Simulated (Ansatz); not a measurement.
Program: Ansatz. Geometries: PBE0-D4/def2-TZVP. ΔE: electronic, gas phase. CCSD(T)/CBS adds triple-zeta CCSD(T) − MP2 to the extrapolated MP2 energy (def2 sets, frozen cores). DFT in def2-TZVPP. B3LYP here is the variant with VWN-RPA as its local correlation; programs differ in this. Elements past krypton have def2 core potentials. For Sn outer-core shells are correlated without core-valence functions, which leaves a few kJ/mol of doubt a bond. Each species was taken in one conformer, which may not be the lowest.

`[BH2][SnH2][SiH2][SiH3]` + `FCNCF` → `FCN[SiH2][SiH3]` + `[BH2][SnH2][CH2]F`  (formal exchange of groups at the Si–Sn bond)

```csv
level,ΔE (kJ/mol)
r2SCAN,16.3
PBE0,23.5
B3LYP,8.2
CCSD/def2-TZVPP,7.7
```

**Question.** What does CCSD(T)/CBS give? (An estimate is asked.)

**Answer.** Computed: +8.6 kJ/mol. The listed levels differ from it by 7.7, 14.9, -0.4, -0.9 kJ/mol.

Largest T1 diagnostic among the species: 0.014.

In def2-TZVPP, CCSD(T) changes the Hartree–Fock value by +5.6 kJ/mol (the triples alone add +1.6 kJ/mol) and MP2 by +4.8 kJ/mol.
